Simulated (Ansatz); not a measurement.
`C[O][Al]([OH])[SiH3]` + H₂ → `[OH][AlH][SiH3]` + CH₃OH at 700 K and 1 bar (hydrogenolysis of the Al–O bond).

Gas-phase electronic energies from Ansatz, PBE0-D4/def2-TZVP geometries. CCSD(T)/CBS is the MP2 limit (def2-TZVPP, def2-QZVPP) plus CCSD(T) − MP2 in def2-TZVPP, frozen cores. This one scheme is used for every species. One conformer a species, not always the lowest.

```json
{"species": "`C[O][Al]([OH])[SiH3]`", "CCSD(T)/CBS energy (Eh)": "-723.80257", "H − E (kJ/mol)": "306.1", "S (J/(mol·K))": "542.8"}
{"species": "H₂", "CCSD(T)/CBS energy (Eh)": "-1.17544", "H − E (kJ/mol)": "46.8", "S (J/(mol·K))": "155.3"}
{"species": "`[OH][AlH][SiH3]`", "CCSD(T)/CBS energy (Eh)": "-609.31389", "H − E (kJ/mol)": "184.6", "S (J/(mol·K))": "430.8"}
{"species": "CH₃OH", "CCSD(T)/CBS energy (Eh)": "-115.61712", "H − E (kJ/mol)": "170.8", "S (J/(mol·K))": "288.5"}
```

H − E and S are ideal-gas, rigid-rotor, harmonic terms from PBE0-D4/def2-TZVP, for one conformer and one mirror image of each species. The MP2-based limit puts H₂ 0.8 mEh under its directly extrapolated value; such offsets cancel only in part. 1 Eh = 2625.50 kJ/mol, R = 8.31446 J/(mol·K).

**Question.** By hand: ΔE, ΔH, ΔS and ΔG.

**Answer.** ΔE = (-609.31389) + (-115.61712) − (-723.80257) − (-1.17544) = 0.04700 Eh = 123.4 kJ/mol. Δ(H − E) = 184.6 + 170.8 − 306.1 − 46.8 = 2.5, so ΔH = 125.9 kJ/mol. ΔS = 430.8 + 288.5 − 542.8 − 155.3 = 21.2 J/(mol·K). ΔG = 125.9 − 700 × (21.2)/1000 = 111.1 kJ/mol.

**Question.** By hand: the equilibrium constant, and the temperature at which ΔG would vanish if ΔH and ΔS stayed fixed.

**Answer.** log₁₀ K = −ΔG/(RT ln 10) = -8.3. ΔG = 0 at ΔH/ΔS = 5939 K, far beyond where these terms or the molecules hold.

ΔH outweighs TΔS. A doubt of 5 kJ/mol in ΔE shifts log₁₀ K by 0.4 here. Other conformers and mirror images would add mixing entropy, several J/(mol·K) or more a flexible species. Modes under 60 cm⁻¹, often nearly free rotors, make the harmonic entropy too high. These are equilibria of isolated gas molecules and say nothing of rates. Largest T1 diagnostic: 0.014 (customary marks: 0.02 for closed shells, 0.045 for open ones).
